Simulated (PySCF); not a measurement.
# Excitation energy of Xe by level of theory

Xe [Xe] (1S) → Xe [Kr] 4d10 5s2 5p5 6s1 (3P), as a difference of total energies. Calculation: PySCF 2.14, in aug-cc-pVQZ-PP with ECP28MDF; scalar relativity through the core potential. Correlated levels: valence: 4s2 4p6 4d10 frozen. The calculations carry no spin-orbit coupling.

| method | excitation energy (cm⁻¹) |
| --- | --- |
| UHF | 66125 |
| MP2 (valence) | 70617 |
| SCS-MP2 (valence) | 70981 |
| CCSD (valence) | 70062 |
| CCSD(T) (valence) | 70110 |

The promoted electron is Rydberg-like, and one or two diffuse shells describe it only roughly, which tends to raise the upper state.
